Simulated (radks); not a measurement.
All-electron atom: the caesium ion Cs3+ in [Kr] 4d10 5s2 5p4.

All-electron calculation, scalar-relativistic Kohn-Sham, r2SCAN, spin-unpolarised, spherical densities, finite nucleus; meta-GGA in the generalised Kohn-Sham scheme; Fermi nuclear charge, rms radius 4.8041 fm. Program: a radial shooting solver on a logarithmic mesh with Libxc functionals.

Energy parts (eV):
total: -211850.52
kinetic: 223208.76
electron-nucleus: -511098.81
Hartree: 81254.52
exchange-correlation: -5215.00

Orbitals (lengths in bohr, moments of r in powers of bohr; <r^-3> diverges for s and p1/2):
| orbital | occ. | eigenvalue (eV) | <r^-3> |
|---|---|---|---|
| 1s | 2 | -35889.45 | - |
| 2s | 2 | -5673.060 | - |
| 2p | 6 | -5088.979 | 6588 |
| 3s | 2 | -1210.181 | - |
| 3p | 6 | -1021.046 | 1289 |
| 3d | 10 | -743.8030 | 176.6 |
| 4s | 2 | -255.0770 | - |
| 4p | 6 | -194.2376 | 260.6 |
| 4d | 10 | -105.3053 | 28.50 |
| 5s | 2 | -54.7414 | - |
| 5p | 4 | -39.8800 | 37.35 |

The highest occupied level is 5p at -39.880 eV. The density falls to 0.001 e/bohr^3 at r = 3.60 bohr. The electron density at the nucleus is 3.064e+05 e/bohr^3 (large components only).
